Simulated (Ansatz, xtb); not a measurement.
**Two isomers of C5H8BrCl**

Structure X: `ClC1(Br)CCCC1`, a singlet. Structure Y: `Cl[C@@H]1CCC[C@H]1Br`, a singlet. Both are isolated molecules in the gas phase, relaxed with PBE-D3(BJ)/def2-SVP; each stands in its lowest conformer found.

X (Å):

```xyz
15

C    -1.3500    0.0655    0.3341
C    -0.7012    1.3147   -0.2639
C     0.6672    1.3842    0.4497
C     0.9913   -0.0773    0.8953
C    -0.1989   -0.9380    0.4176
Br   -2.8573   -0.5976   -0.7469
Cl   -1.9495    0.4383    2.0086
H    -1.3331    2.2141   -0.1418
H    -0.5760    1.1313   -1.3512
H     0.6027    2.0484    1.3330
H     1.4429    1.8061   -0.2185
H     1.0803   -0.1303    1.9975
H     1.9456   -0.4483    0.4735
H    -0.4392   -1.7983    1.0696
H    -0.0259   -1.3253   -0.6079
```

Y (Å):

```xyz
15

C    -0.4440    0.1815    1.6031
C    -1.1961    1.1164    0.6477
C    -0.6788    0.7725   -0.7780
C     0.4716   -0.2466   -0.5814
C     0.8761   -0.1145    0.8856
Br    2.0819    1.4480    1.1557
Cl   -1.3281   -1.4121    1.7829
H    -0.3181    0.5674    2.6304
H    -2.2905    1.0096    0.7656
H    -0.9344    2.1594    0.9172
H    -0.3125    1.6871   -1.2832
H    -1.4769    0.3490   -1.4174
H     1.3234   -0.1072   -1.2729
H     0.0969   -1.2827   -0.7150
H     1.4299   -0.9714    1.3069
```

Problem. Which of the two would you expect CCSD(T)/def2-SVP + ΔMP2/def2-TZVPP electronic energies to favour?

Solution. Structure Y; the calculation gives E(Y) − E(X) = −0.143 eV.

The same difference at several levels:

| level | geometry | E(Y) − E(X) (eV) | departure from the last row (eV) | job, with rough time for the two |
| --- | --- | --- | --- | --- |
| GFN2-xTB | GFN2-xTB | −0.064 | +0.080 | optimisation, 0.14 s |
| HF/STO-3G | GFN2-xTB | −0.069 | +0.075 | single point, 0.84 s |
| r2SCAN-D4/def2-SVP | GFN2-xTB | −0.120 | +0.023 | single point, 9.9 s |
| PBE-D3(BJ)/def2-SVP | PBE-D3(BJ)/def2-SVP | −0.115 | +0.028 | optimisation, 61 s |
| HF/def2-SVP | PBE-D3(BJ)/def2-SVP | −0.220 | −0.076 | part of the CCSD(T) run |
| MP2/def2-SVP | PBE-D3(BJ)/def2-SVP | −0.092 | +0.052 | part of the CCSD(T) run |
| CCSD(T)/def2-SVP | PBE-D3(BJ)/def2-SVP | −0.118 | +0.025 | single point |
| CCSD(T)/def2-SVP + ΔMP2/def2-TZVPP | PBE-D3(BJ)/def2-SVP | −0.143 |  | single point, 4.5 min |

As drawn, both hold the same kinds of bond in the same numbers.

None of the levels shown reverses the order. The largest departure from CCSD(T)/def2-SVP + ΔMP2/def2-TZVPP is that of GFN2-xTB, 0.080 eV. The last row adds to CCSD(T) the change of the MP2 difference between the two basis sets, here −0.025 eV.

With thermal terms from frequencies at re-optimised GFN2-xTB minima (ideal gas, soft modes damped towards free rotors, one conformer each, 298.15 K, 1 atm): the zero-point term adds +0.010 eV; ΔH is −0.140 and ΔG −0.132 eV.

The correlated steps freeze 19 core orbitals; the filled d shell of Br is correlated, in a basis made for valence electrons. Mirror images aren't counted in ΔG. Programs: Ansatz 0.2.0, xtb 6.7.1; the last row on 2 threads of Arm Neoverse V2 on a shared host.
